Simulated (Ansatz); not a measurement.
Species: H7NSi2, SMILES `[SiH3]N[SiH3]` (charge 0, multiplicity 1).

**Question.** Give a relaxed geometry from PBE0-D4/def2-TZVP (Ansatz, a quantum-chemistry and plane-wave program).

**Answer.** the end point of this relaxation (outside a Z-matrix the atoms follow the SMILES, hydrogens last).
Z-matrix (Å, degrees):
```
N
H 1 1.0112
Si 1 1.7258 2 115.48
Si 1 1.7258 2 115.48 3 -176.20
H 4 1.4837 1 107.37 2 -173.46
H 3 1.4837 1 107.37 2 173.46
H 4 1.4886 5 109.89 1 -120.65
H 3 1.4886 6 109.89 1 120.65
H 3 1.4900 6 108.92 8 117.12
H 4 1.4900 5 108.92 7 -117.12
```
